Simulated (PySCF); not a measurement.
A structure optimised at B3LYP-D3(BJ)/def2-TZVPD, used in a PySCF frequency run:

```
N
H 1 1.0251
H 1 1.0251 2 109.47
H 1 1.0251 2 109.47 3 120.00
H 1 1.0251 2 109.47 3 -120.00
```
Charge +1, spin multiplicity 1.

Question: Write its SMILES, formula and point group.

Answer: [NH4+], H₄N, Td

Question: What are its rotational constants (standard atomic weights)?

Answer: 178.92, 178.92, 178.92 GHz
